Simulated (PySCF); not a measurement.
Sn(H)(F)2(OMe) (CH4F2OSn), SMILES C[O][SnH]([F])[F]. The structure is a stationary point at B3LYP-D3(BJ)/def2-SVP. The def2 effective core potentials stand for the cores of Sn; spin–orbit coupling is left out. Other conformers were not sampled.

Computed equilibrium geometry at B3LYP-D3(BJ)/def2-SVP (PySCF confirms it by a frequency run) as bond lengths and angles, and its point group (one conformer of several):
point group Cs.
Atoms: Sn1 F2 F3 O4 C5 H6 H7 H8 H9. Bond lengths (Å): Sn1–F2 1.936, Sn1–F3 1.936, Sn1–O4 1.964, Sn1–H6 1.697, O4–C5 1.420, C5–H7 1.105, C5–H8 1.102, C5–H9 1.105. Angles (°): F2–Sn1–F3 102.7, F2–Sn1–O4 107.6, F2–Sn1–H6 112.4, F3–Sn1–O4 107.6, F3–Sn1–H6 112.4, O4–Sn1–H6 113.6, Sn1–O4–C5 120.9, O4–C5–H7 112.2, O4–C5–H8 107.6, O4–C5–H9 112.2, H7–C5–H8 108.1, H7–C5–H9 108.4, H8–C5–H9 108.1.
Charge 0, spin multiplicity 1.
